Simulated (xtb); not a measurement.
Cl6W, charge +1, doublet, at a GFN2-xTB geometry (such geometries of metal compounds can be far from the true shape) (the multiplicity is a formal guess).

xtb was given this input:
```
$ xtb mol.xyz --gfn 1 --chrg 1 --uhf 1 --vomega --json

# file mol.xyz
7

W     -0.09587042    -0.05254295     0.20143651
Cl     1.91016523     0.84070503    -1.06707541
Cl     0.86905186     0.19837681     2.14553329
Cl    -0.29585744     0.04403604    -2.32480006
Cl    -2.10446551    -0.87546033     0.45023518
Cl    -0.80141856     2.05683636     0.10282837
Cl     0.83984273    -2.03577753    -0.18356266
```

Q: Predict the vertical ionisation energy (with the method's empirical shift) from GFN1-xTB (xtb 6.7.1).

A: 14.40 eV

Q: Predict the vertical electron affinity (with the method's empirical shift) from GFN1-xTB.

A: 9.34 eV
